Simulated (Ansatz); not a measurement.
These are PBE0-D4/def2-TZVP (Ansatz, a program for electronic structure) values and carry that method's errors. No frequencies were computed at this level.

Ansatz 0.2 input:
```yaml
crystal:
  periodic: [false, false, false]
  atoms:
    - { symbol: B, position_ang: [2.70208, -0.249425, 0.437579] }
    - { symbol: C, position_ang: [1.695033, 0.667379, -0.254348] }
    - { symbol: C, position_ang: [0.344319, 0.531292, -0.316386] }
    - { symbol: C, position_ang: [-0.424447, -0.514286, 0.273963] }
    - { symbol: C, position_ang: [-1.767492, -0.641079, 0.19839] }
    - { symbol: N, position_ang: [-2.624921, 0.150105, -0.512432] }
    - { symbol: H, position_ang: [3.843313, 0.018047, 0.387198] }
    - { symbol: H, position_ang: [2.378728, -1.212295, 1.021411] }
    - { symbol: H, position_ang: [2.081664, 1.542414, -0.770512] }
    - { symbol: H, position_ang: [-0.220214, 1.282338, -0.864727] }
    - { symbol: H, position_ang: [0.115095, -1.262131, 0.830657] }
    - { symbol: H, position_ang: [-2.250428, -1.477067, 0.687126] }
    - { symbol: H, position_ang: [-2.273366, 1.030796, -0.850118] }
    - { symbol: H, position_ang: [-3.599367, 0.133912, -0.267797] }
basis:
  gaussian: { orbitals: def2-tzvp }
hamiltonian:
  xc: pbe0
  dispersion: d4
relax:
  max_steps: 150
```

Output:

```
Functional definition: PBE0
1396 factors; their error is unknown
mean field evaluation 1: about -6427.2026 eV, gradient 6.7e1 eV
mean field evaluation 2: about -6423.6817 eV, gradient 7.5e1 eV
mean field evaluation 4: about -6437.5452 eV, gradient 6.7e0 eV
mean field evaluation 8: about -6437.6490 eV, gradient 2.2e-1 eV
mean field evaluation 16: about -6437.6417 eV, gradient 7.0e-4 eV
mean field -6437.64166537 eV, -236.5789676122 hartree, gradient 3.4e-5 eV, S^2 0.000000; 0 other end points of the search recorded, 0 dependent functions left out
reference -6437.64170091 eV, -236.5789689183 hartree; 22, 22 occupied and 212, 212 virtual orbitals, 1396 factors
relax step   1: F+E_penalty+E_count = -6437.87295125 eV  Δ(F+E_penalty+E_count) = +0.000e0 eV  max|allowed force component| = 6.481e-1 eV/Å  Δτ_max = 0.0000 Å  (31 SCF iters, accepted)
these checks for a lower state are left out or cut short: starts, cluster_reference, orbital_swaps, neighbouring_geometries, increment
1396 factors; their error is unknown
mean field -6437.66850290 eV, -236.5799538732 hartree, gradient 1.4e-5 eV, S^2 0.000000; 0 other end points of the search recorded, 0 dependent functions left out
reference -6437.66853847 eV, -236.5799551803 hartree; 22, 22 occupied and 212, 212 virtual orbitals, 1396 factors
relax step   2: F+E_penalty+E_count = -6437.89986012 eV  Δ(F+E_penalty+E_count) = -2.691e-2 eV  max|allowed force component| = 2.288e-1 eV/Å  Δτ_max = 0.0322 Å  (33 SCF iters, accepted)
these checks for a lower state are left out or cut short: starts, cluster_reference, orbital_swaps, neighbouring_geometries, increment
1396 factors; their error is unknown
mean field evaluation 32: about -6437.6739 eV, gradient 6.7e-3 eV
mean field -6437.67389849 eV, -236.5801521576 hartree, gradient 1.3e-5 eV, S^2 0.000000; 0 other end points of the search recorded, 0 dependent functions left out
reference -6437.67393411 eV, -236.5801534662 hartree; 22, 22 occupied and 212, 212 virtual orbitals, 1396 factors
relax step   3: F+E_penalty+E_count = -6437.90530893 eV  Δ(F+E_penalty+E_count) = -5.449e-3 eV  max|allowed force component| = 1.205e-1 eV/Å  Δτ_max = 0.0216 Å  (32 SCF iters, accepted)
these checks for a lower state are left out or cut short: starts, cluster_reference, orbital_swaps, neighbouring_geometries, increment
1396 factors; their error is unknown
mean field -6437.67610467 eV, -236.5802332332 hartree, gradient 1.3e-5 eV, S^2 0.000000; 0 other end points of the search recorded, 0 dependent functions left out
reference -6437.67614025 eV, -236.5802345407 hartree; 22, 22 occupied and 212, 212 virtual orbitals, 1396 factors
relax step   4: F+E_penalty+E_count = -6437.90755225 eV  Δ(F+E_penalty+E_count) = -2.243e-3 eV  max|allowed force component| = 6.475e-2 eV/Å  Δτ_max = 0.0384 Å  (31 SCF iters, accepted)
these checks for a lower state are left out or cut short: starts, cluster_reference, orbital_swaps, neighbouring_geometries, increment
1396 factors; their error is unknown
mean field -6437.67651470 eV, -236.5802483012 hartree, gradient 1.3e-5 eV, S^2 0.000000; 0 other end points of the search recorded, 0 dependent functions left out
reference -6437.67655027 eV, -236.5802496087 hartree; 22, 22 occupied and 212, 212 virtual orbitals, 1396 factors
relax step   5: F+E_penalty+E_count = -6437.90789532 eV  Δ(F+E_penalty+E_count) = -3.431e-4 eV  max|allowed force component| = 2.448e-2 eV/Å  Δτ_max = 0.0082 Å  (34 SCF iters, accepted)
these checks for a lower state are left out or cut short: starts, cluster_reference, orbital_swaps, neighbouring_geometries, increment
1396 factors; their error is unknown
mean field -6437.67653815 eV, -236.5802491633 hartree, gradient 1.3e-5 eV, S^2 0.000000; 0 other end points of the search recorded, 0 dependent functions left out
reference -6437.67657374 eV, -236.5802504709 hartree; 22, 22 occupied and 212, 212 virtual orbitals, 1396 factors
relax step   6: F+E_penalty+E_count = -6437.90792628 eV  Δ(F+E_penalty+E_count) = -3.096e-5 eV  max|allowed force component| = 3.936e-3 eV/Å  Δτ_max = 0.0027 Å  (34 SCF iters, accepted)
1396 factors; their error is unknown
mean field evaluation 64: about -6423.4547 eV, gradient 7.5e1 eV
mean field -6437.67653815 eV, -236.5802491633 hartree, gradient 1.3e-5 eV, S^2 0.000000; 1 other end points of the search recorded, 0 dependent functions left out
reference -6437.67657374 eV, -236.5802504709 hartree; 22, 22 occupied and 212, 212 virtual orbitals, 1396 factors
Total energy: -6437.90796186 eV, -236.5887538277 hartree
Atom 0 at     2.692021    -0.235283     0.430875 Å, force     0.001086     0.000160    -0.000195 eV/Å
Atom 1 at     1.711491     0.685409    -0.270186 Å, force    -0.000103     0.001275     0.000148 eV/Å
Atom 2 at     0.356591     0.520986    -0.312860 Å, force     0.000258    -0.000210    -0.000513 eV/Å
Atom 3 at    -0.409337    -0.521138     0.279246 Å, force    -0.001377    -0.002210    -0.000341 eV/Å
Atom 4 at    -1.758149    -0.630754     0.194867 Å, force    -0.000328     0.002801    -0.001250 eV/Å
Atom 5 at    -2.621280     0.171641    -0.475660 Å, force     0.003309    -0.002690     0.000833 eV/Å
Atom 6 at     3.867387     0.001625     0.409023 Å, force    -0.000663     0.000019     0.000364 eV/Å
Atom 7 at     2.329132    -1.214802     1.021000 Å, force     0.000137    -0.000208    -0.000437 eV/Å
Atom 8 at     2.086187     1.562019    -0.794931 Å, force     0.000170    -0.000059     0.000218 eV/Å
Atom 9 at    -0.209441     1.273719    -0.865947 Å, force    -0.000079    -0.000512    -0.000049 eV/Å
Atom 10 at     0.109937    -1.289039     0.836228 Å, force    -0.000181     0.000329     0.000507 eV/Å
Atom 11 at    -2.240783    -1.469745     0.685941 Å, force    -0.000224     0.000114     0.000269 eV/Å
Atom 12 at    -2.310871     1.050376    -0.848783 Å, force     0.001930     0.002229    -0.000783 eV/Å
Atom 13 at    -3.602887     0.094987    -0.288809 Å, force    -0.003936    -0.001038     0.001229 eV/Å
Dipole moment:    -1.082232     0.170739    -0.109648 e Å
```

Cost: around 80 core-seconds (rough).
